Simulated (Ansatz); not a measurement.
Reaction (formal exchange of groups at a B–Br bond): `OB(Br)Br` + `FC(Br)I` → `OB(F)Br` + `BrC(Br)I`

Gas-phase electronic energies from Ansatz, PBE0-D4/def2-TZVP geometries. CCSD(T)/CBS is the MP2 limit (def2-TZVPP, def2-QZVPP) plus CCSD(T) − MP2 in def2-TZVPP, frozen cores. DFT in def2-TZVPP. B3LYP here is the variant with VWN-RPA as its local correlation; programs differ in this. HSE06 is defined as in plane-wave codes. def2 core potentials past Kr. For Br, I outer-core shells are correlated without core-valence functions, which leaves a few kJ/mol of doubt a bond. Scalar relativity is left out up to krypton. Each species was taken in one conformer, which may not be the lowest.

| level | ΔE (kcal/mol) | difference from CCSD(T)/CBS |
| --- | --- | --- |
| LDA (SPW92) | -16.1 | 4.2 |
| revPBE-D4 | -16.4 | 3.9 |
| BLYP-D4 | -18.0 | 2.3 |
| r2SCAN-D4 | -16.9 | 3.4 |
| B97M-V | -18.1 | 2.2 |
| PBE0-D4 | -17.4 | 2.9 |
| B3LYP-D4 | -18.7 | 1.6 |
| r2SCANh-D4 | -17.3 | 3.0 |
| r2SCAN0-D4 | -17.9 | 2.4 |
| HSE06-D4 | -17.4 | 2.9 |
| BHLYP-D4 | -19.8 | 0.5 |
| CAM-B3LYP-D4 | -18.6 | 1.7 |
| ωB97X-V | -17.7 | 2.6 |
| B2PLYP | -19.4 | 0.9 |
| PBE-QIDH | -19.3 | 1.0 |
| revPBE | -15.7 | 4.6 |
| BLYP | -17.2 | 3.1 |
| r2SCAN | -16.9 | 3.4 |
| PBE0 | -17.0 | 3.3 |
| B3LYP | -17.9 | 2.4 |
| r2SCANh | -17.2 | 3.1 |
| r2SCAN0 | -17.8 | 2.5 |
| HSE06 | -17.0 | 3.3 |
| BHLYP | -18.9 | 1.4 |
| CAM-B3LYP | -18.2 | 2.1 |
| LC-ωPBE | -17.5 | 2.8 |
| RPA@PBE/def2-TZVPP | -19.3 | 1.0 |
| HF/def2-SVP | -18.1 | 2.2 |
| MP2/def2-SVP | -20.2 | 0.1 |
| CCSD/def2-SVP | -18.6 | 1.7 |
| CCSD(T)/def2-SVP | -18.4 | 1.9 |
| HF/def2-TZVPP | -19.5 | 0.8 |
| MP2/def2-TZVPP | -21.8 | -1.5 |
| SCS-MP2/def2-TZVPP | -21.5 | -1.2 |
| CCSD/def2-TZVPP | -20.2 | 0.1 |
| CCSD(T)/def2-TZVPP | -20.0 | 0.3 |
| HF/def2-QZVPP | -19.8 | 0.5 |
| MP2/def2-QZVPP | -22.1 | -1.8 |
| MP2/CBS(def2) | -22.1 | -1.8 |
| CCSD/CBS(def2) | -20.4 | -0.1 |
| CCSD(T)/CBS | -20.3 | 0 |

(1) What do rigid-rotor, harmonic-oscillator terms from PBE0-D4/def2-TZVP frequencies (298.15 K, 1 bar) make of the CCSD(T)/CBS value? (Best estimate.)

Largest T1 diagnostic among the species: 0.010.

## Answers

(1) Ansatz gave: ΔZPE = 0.0 kcal/mol, ΔH = -20.2 kcal/mol, ΔS = 0 J/(mol·K), ΔG = -20.2 kcal/mol.

Leaving LDA and LC-ωPBE aside and taking each functional with its dispersion term where it has one, the values, not all of them listed here, spread over 3.4 kcal/mol, from BHLYP-D4 to PBE-D4. From BLYP to BHLYP (50 % exact exchange), in def2-TZVPP and without D4, ΔE moves by −1.8 kcal/mol.
